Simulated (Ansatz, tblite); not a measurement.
Forces on Ga₄O₈H₄ at its PBE-D4/def2-SVP geometry. The state is a singlet with charge 0.

The xTB rows come from tblite. The structure holds 2 bond(s) between oxygen atoms. Another isomer (singlet) lies 2.73 eV lower at PBE0-D4/def2-TZVP; other spin states weren't run for this one.

GFN1-xTB (tblite), largest force 0.99 eV/Å:

```xyz
16
positions Å, forces eV/Å
Ga   -2.255   -0.521    0.362    0.753    0.324   -0.052
Ga    1.063   -1.345    0.350   -0.290   -0.110    0.170
Ga    2.014    0.377   -2.166    0.020    0.036   -0.343
Ga    0.051    1.329    0.600    0.063   -0.210   -0.062
O    -2.547    0.919    1.451    0.264   -0.096   -0.613
O    -0.538   -0.341   -0.249   -0.870   -0.180    0.076
O     2.284   -0.874   -0.905   -0.161    0.124   -0.229
O    -3.272   -1.937    0.003   -0.425    0.670    0.600
O     1.385    2.265   -0.250   -0.880   -0.223   -0.178
O     1.211    1.977   -1.691    0.600   -0.434    0.378
O    -1.576    1.993    1.177    0.109   -0.567    0.134
O     1.104    0.106    1.732    0.862    0.361    0.268
H     0.827   -2.764    0.937    0.204    0.601   -0.281
H    -4.151   -1.857    0.421    0.596   -0.168   -0.365
H     2.400    0.214   -3.668   -0.159    0.082    0.616
H     2.001    0.460    1.897   -0.686   -0.211   -0.118
```

GFN2-xTB (tblite), largest force 1.25 eV/Å:

```
Ga 0.207 -0.184 -0.111
Ga 0.350 -0.099 -0.153
Ga 0.088 0.026 0.048
Ga -0.013 0.446 0.020
O 0.776 0.717 -0.560
O -0.538 -0.223 -0.066
O -0.487 -0.052 -0.008
O -0.259 0.739 0.558
O -0.622 -0.469 -0.652
O 0.284 -0.086 0.708
O -0.432 -1.150 0.211
O 0.675 0.147 -0.006
H 0.055 0.541 -0.262
H 0.574 -0.171 -0.341
H -0.172 -0.017 0.491
H -0.485 -0.166 0.122
```

PBE-D4/def2-TZVP (Ansatz), largest force 0.25 eV/Å:

```
Ga 0.125 0.139 0.051
Ga 0.054 0.037 -0.048
Ga 0.015 -0.029 0.072
Ga 0.027 -0.034 -0.036
O -0.163 -0.185 0.005
O -0.105 -0.058 -0.020
O -0.044 0.018 -0.040
O -0.140 -0.016 0.062
O -0.027 0.047 0.159
O 0.003 -0.068 -0.186
O 0.161 0.142 -0.025
O 0.156 0.046 0.108
H -0.004 0.033 -0.007
H 0.130 -0.018 -0.079
H -0.020 0.010 0.045
H -0.167 -0.066 -0.060
```
